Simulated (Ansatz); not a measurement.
Computed with Ansatz on PBE0-D4/def2-TZVP structures; ΔE is electronic, products minus reactants. CCSD(T)/CBS is the MP2 limit (def2-TZVPP, def2-QZVPP) plus CCSD(T) − MP2 in def2-TZVPP, frozen cores. DFT in def2-TZVPP. B3LYP here is the variant with VWN-RPA as its local correlation; programs differ in this. Each species was taken in one conformer, which may not be the lowest.

`O=CCB(F)F` + `O=C(Cl)C(F)(F)F` → `FB(F)Cl` + `O=CCC(=O)C(F)(F)F`  (formal exchange of groups at a B–C bond)

`O=CCB(F)F`:

Cartesian coordinates in Å:
```
O 0.348 -1.813 1.368
C -0.202 -1.210 0.490
C 0.455 -0.136 -0.326
B -0.196 1.276 -0.130
F -1.493 1.415 0.072
F 0.522 2.378 -0.187
H -1.262 -1.417 0.235
H 1.529 -0.113 -0.133
H 0.298 -0.379 -1.388
```

`O=C(Cl)C(F)(F)F`:

```xyz
7

O    -1.829    0.428    0.093
C    -0.664    0.590    0.133
Cl    0.107    2.114    0.483
C     0.369   -0.536   -0.122
F    -0.259   -1.668   -0.383
F     1.134   -0.706    0.951
F     1.143   -0.223   -1.155
```

`FB(F)Cl`:

Cartesian coordinates in Å:
```
F 0.721 -0.243 -1.133
B 0.035 0.073 -0.063
F -0.197 1.337 0.193
Cl -0.560 -1.167 1.003
```

`O=CCC(=O)C(F)(F)F`:

Z-matrix (Å, degrees):
```
C
C 1 1.514
C 1 1.504 2 112.2
H 1 1.094 2 107.7 3 -119.7
H 1 1.095 2 108.2 3 124.2
O 2 1.195 1 124.5 3 2.6
H 2 1.109 1 113.9 3 -178.0
O 3 1.192 1 124.3 2 -90.2
C 3 1.547 1 115.5 2 90.9
F 9 1.317 3 112.2 1 -167.5
F 9 1.343 3 108.4 1 72.5
F 9 1.335 3 111.0 1 -45.3
```

| species | B3LYP energy (Eh) |
| --- | --- |
| `O=CCB(F)F` | -378.06726 |
| `O=C(Cl)C(F)(F)F` | -911.38345 |
| `FB(F)Cl` | -685.03126 |
| `O=CCC(=O)C(F)(F)F` | -604.44465 |

**Question.** Work out ΔE.

**Answer.** ΔE = (-685.03126) + (-604.44465) − (-378.06726) − (-911.38345) = -0.02520 Eh = -66.2 kJ/mol. CCSD(T)/CBS gives -77.0 kJ/mol.

Largest T1 diagnostic among the species: 0.014.

In def2-TZVPP, CCSD(T) changes the Hartree–Fock value by +9.9 kJ/mol (the triples alone add +3.4 kJ/mol) and MP2 by +10.5 kJ/mol. From PBE to PBE0 (25 % exact exchange), in def2-TZVPP and without D4, ΔE moves by −10.7 kJ/mol. The D4 term adds −3.1 kJ/mol with B3LYP and −2.0 kJ/mol with PBE0; it sums over pairs of atoms, weighted by their polarisabilities, and B3LYP, whose exchange is more repulsive, gets the larger term.
